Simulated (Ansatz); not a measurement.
Reaction (cleavage of the Al–Si bond): `[CH3][Al]([OH])[SiH2]F` + CH₃OH → `C[O][Al]([CH3])[OH]` + `F[SiH3]`

Computed with Ansatz on PBE0-D4/def2-TZVP structures; ΔE is electronic, products minus reactants. CBS: MP2 limit from def2 TZ/QZ plus the TZ coupled-cluster correction, frozen cores. This one scheme is used for every species. DFT in def2-TZVPP. B3LYP here is the variant with VWN-RPA as its local correlation; programs differ in this. One conformer a species, not always the lowest.

```
     level  ΔE (kJ/mol)
r2SCANh-D4       -142.6
     B3LYP       -143.9
```

(1) What does CCSD(T)/CBS give? (Best estimate.)

Largest T1 diagnostic among the species: 0.012.

Answers

(1) Computed: -144.1 kJ/mol. The listed levels differ from it by 1.5, 0.2 kJ/mol.

Leaving LDA and LC-ωPBE aside and taking each functional with its dispersion term where it has one, the values, not all of them listed here, spread over 32.0 kJ/mol, from BHLYP-D4 to PBE-D4. LDA lies −6.1 kJ/mol from PBE without D4. From PBE to PBE0 (25 % exact exchange), in def2-TZVPP and without D4, ΔE moves by −6.9 kJ/mol.
